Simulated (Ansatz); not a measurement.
CH2AlNO2, SMILES `O[C]1=[N][Al]1[OH]` at its PBE0-D4/def2-TZVP geometry, where that method's forces vanish. Total charge 0; spin multiplicity 1.

```xyz
7

O     0.5397   -0.9925    1.9486
C     0.3372   -0.4469    0.7598
N     1.1840   -0.4707   -0.2342
Al   -0.2954    0.4138   -0.7245
O    -1.1595    1.2592   -1.8797
H     1.4257   -1.3986    1.9155
H    -2.0318    1.6357   -1.7856
```

(1) What forces (eV/Å) does r2SCAN-D4/def2-TZVPP give on these atoms in Ansatz 0.2.0? (Best estimate.)

Answers

(1) The calculation gave: 
```
O1  -0.035 -0.097  0.299
C2  -0.230  0.110 -0.003
N3   0.279 -0.044 -0.231
Al4 -0.072  0.027  0.018
O5  -0.019  0.035 -0.069
H6   0.092 -0.043 -0.002
H7  -0.016  0.012 -0.012
```
